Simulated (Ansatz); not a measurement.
Total energies of the cluster K₄⁺ (the lowest doublet isomer of a short search) from Ansatz at r2SCAN/def2-TZVP, gas phase (1 Eh = 27.2114 eV = 2625.5 kJ/mol). The reference geometry is relaxed at B3LYP/def2-TZVP.

Cartesian coordinates in Å:
```
K 2.6319 -1.6417 2.7570
K -1.6014 -0.9517 0.8908
K 1.6077 0.8681 -0.9730
K -2.6383 1.7254 -2.6748
```

| state | geometry | energy (Eh) |
| --- | --- | --- |
| charge 1 doublet | reference | -2399.40583 |
| charge 0 singlet | reference | -2399.52610 |
| charge 1 quartet | relaxed at B3LYP/def2-TZVP | -2399.38515 |

Work out the vertical electron affinity, to the singlet.

E(charge 1 doublet) − E(charge 0 singlet) = -2399.40583 − (-2399.52610) = 0.12027 Eh = 3.27 eV.

Which of the charge 1 states is lowest, and how far above it are the others?

The doublet. quartet: -2399.38515 − (-2399.40583) = 0.02068 Eh = 54.3 kJ/mol. The quartet differs in its bonds from the reference.

At r2SCAN/def2-TZVP the charge 1 doublet is spin-contaminated (final ⟨S²⟩ up to 0.85, 0.75 for a pure state). A triplet lies near this restricted singlet, and broken spin symmetry wasn't tried. 

The structure comes from a short search, and lower isomers may exist.
